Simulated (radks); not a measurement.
Initial-state core-level shifts of neutral chromium when its valence configuration changes from [Ar] 3d5 4s1. All-electron calculation, non-relativistic Kohn-Sham, BLYP, spin-polarised, spherical densities, point nucleus; open shells are filled with parallel spins first. Program: a radial shooting solver on a logarithmic mesh with Libxc functionals. Shifts are changes of the shell-averaged eigenvalues in eV (positive: less bound); the change of the density at the nucleus, which sets a Mossbauer isomer shift, is in e/bohr^3, on a base of 9327.

valence               2s       2p       3s       3p  density at nucleus
3d6               +1.077   +1.044   +0.910   +0.850             -3.4988
3d4 4s2           -5.169   -5.111   -4.658   -4.519             +4.6133
3d5 4p1           -1.301   -1.310   -1.420   -1.434             -3.3584
3d4 4s1 4p1       -6.395   -6.336   -5.874   -5.726             +1.6608
3d5 4s0.5 4p0.5   -0.682   -0.687   -0.743   -0.750             -1.6181
3d3 4s1 4p2      -14.536  -14.387  -12.828  -12.461             +4.1052
3d4.5 4s1.5       -2.324   -2.298   -2.136   -2.077             +2.0037
3d4 4p2           -7.646   -7.589   -7.187   -7.040             -2.4864
3d5.5 4s0.5       +0.705   +0.688   +0.611   +0.578             -1.8262
